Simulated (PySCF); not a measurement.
The numbers are results of ωB97X-D3(BJ)/def2-TZVP // B3LYP-D3(BJ)/def2-SVP run with PySCF 2.14.0, not measurements. Gas-phase values, no solvent. One relaxed conformer stands for a flexible species; it need not be the lowest. Delta-SCF ions had no search for a lower state. Excitations are Tamm–Dancoff values on a coarser integration grid. The basis has no diffuse functions, so Rydberg states are missing or too high.

Reference species (SMILES): `C=C([SiH3])c1ccc(S)cc1` (Si–C–C–C torsion -148°, C–C–S–H torsion -2°) (neutral, multiplicity 1).

The vertical ionisation energy (Delta-SCF) comes out as 8.05 eV and the brightest of the four lowest singlets (TDA) is 5.14 eV. The T1 excitation (TDA) comes out as 3.35 eV.

Changed species: `C=C([SiH3])c1ccccc1S` (Si–C–C–C torsion -98°, C–C–S–H torsion 22°).

**Question.** Predict the effect on the vertical ionisation energy (Delta-SCF), brightest of the four lowest singlets (TDA) and T1 excitation (TDA).

**Answer.** the vertical ionisation energy (Delta-SCF) increases by 0.22 eV, to 8.27 eV; the brightest of the four lowest singlets (TDA) rises by 0.83 eV, to 5.97 eV; the T1 excitation (TDA) increases by 0.54 eV, to 3.89 eV.
